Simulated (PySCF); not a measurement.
# How methods differ on the excitation energy of Pb

Pb [Xe] 4f14 5d10 6s2 6p2 (3P) → Pb [Xe] 4f14 5d10 6s2 6p1 7s1 (3P), as a difference of total energies. All numbers are calculated (PySCF 2.14, a scalar-relativistic core potential, in aug-cc-pVTZ-PP with one added diffuse shell each of d, f type with ECP60MDF (6s5p5d3f, 67 functions)). Correlated levels: valence: 5s2 5p6 5d10 frozen. The calculations carry no spin-orbit coupling.

| method | excitation energy (eV) |
| --- | --- |
| UHF | 3.776 |
| LDA | 3.859 |
| PBE | 3.729 |
| PBE0 | 3.836 |
| r2SCAN | 3.993 |
| wB97X | 3.898 |
| revPBE | 3.695 |
| LC-wPBE | 4.035 |
| MP2 (valence) | 3.854 |
| SCS-MP2 (valence) | 3.846 |

Q: How much does correlation contribute at MP2 (valence)?

A: 3.854 − (3.776) = 0.078 eV, measured against UHF.

Spin-orbit coupling is strong in these open shells (close to jj coupling). The scalar numbers leave it out and a first-order estimate fails, so it can dominate the gap to the real levels.

The promoted electron is Rydberg-like, and one or two diffuse shells describe it only roughly, which tends to raise the upper state.
